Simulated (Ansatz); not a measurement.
System: CH$_{4}$BS, charge 0, doublet. CH4BS (SMILES BS[CH2], doublet).
B3LYP-D3(BJ)/def2-TZVP minimum from Ansatz (a program for electronic structure):
```xyz
7

B     -0.9262     1.1292     0.5049
H     -1.1058     1.5951     1.5807
H     -1.4891     1.4907    -0.4759
S      0.2675    -0.1802     0.4326
C      0.3586    -0.6890    -1.1932
H      1.0416    -1.4886    -1.4339
H     -0.2473    -0.2264    -1.9574
```
Charge 0, spin multiplicity 2.

Total energies in cc-pV(D+d)Z, 17 correlated electrons, 7 frozen orbitals. Radicals and triplets start from unrestricted determinants; spin-orbit coupling is neglected. Correlated methods leave the cores frozen. No relativity.

```tsv
method	program	energy (Eh)	minus CCSDT(Q) (mEh)
HF	Ansatz	-462.38621	399.11
MP2	Ansatz	-462.72387	61.45
CCSD	Ansatz	-462.77078	14.54
CCSD(T)	Ansatz	-462.78312	2.21
CCSDT(Q)	Ansatz	-462.78532	0.00
```

Rough core times of Ansatz's runs on a shared machine: CCSD(T) under 20 s, CCSDT(Q) 8 min.
